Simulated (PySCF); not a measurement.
Start geometry of `C(/Cl)([SiH3])=C/[SiH3]` from GFN2-xTB (Å):
```
atom  x, y, z in Å
Si1    2.3154    0.1785    0.1671
C2     0.5576   -0.4936    0.0481
C3    -0.5307    0.2665    0.0291
Si4   -2.3472   -0.2536   -0.0857
Cl5   -0.3236    1.9923    0.1198
H6     2.5849    1.0386   -0.9859
H7     2.4621    0.9350    1.4112
H8     3.2243   -0.9700    0.1639
H9     0.3968   -1.5615   -0.0096
H10   -3.0362    0.2357    1.1076
H11   -2.3876   -1.7146   -0.1548
H12   -2.9145    0.3460   -1.2926
```

Problem. What comes out of this run: PBE0-D3(BJ)/def2-SVP geometry optimisation, gas phase (PySCF)?

Solution. 
```
atom  x, y, z in Å
Si1    1.760    1.202    0.865
C2    -0.008    0.569    0.751
C3    -1.099    1.347    0.731
Si4   -2.890    0.776    0.618
Cl5   -0.931    3.091    0.818
H6     2.081    2.076   -0.302
H7     1.961    1.976    2.126
H8     2.678    0.024    0.861
H9    -0.188   -0.512    0.693
H10   -3.637    1.243    1.822
H11   -2.904   -0.715    0.546
H12   -3.520    1.358   -0.603
```

The energy falls by 7.5 kJ/mol over 6 energy and gradient evaluations, the largest force component goes from 0.0162 to 7.0e-05 Eh/bohr, and the atoms move by 0.048 Å rms after alignment. Among the bonds, Si1–H6, Si1–H7, Si1–H8, Si4–H10, Si4–H11 and Si4–H12 change most and about equally (+0.029 to +0.030 Å). Bonds longer at the end by more than 0.005 Å: 9 of 11; shorter: 1. Among the angles that change most is C2–C3–Si4, from 129.1° to 126.8°. Rotational constants go from 3989, 1373, 1046 to 3784, 1372, 1032 MHz. The orientation of the end geometry is arbitrary; only internal coordinates are fixed.

The run used 117 basis functions and 37 SCF cycles in all. On Arm Neoverse V1, one thread, no GPU, shared host, this took 30 s.

No PBE0-D3(BJ)/def2-SVP frequencies stand behind this structure, so it isn't proved a minimum.
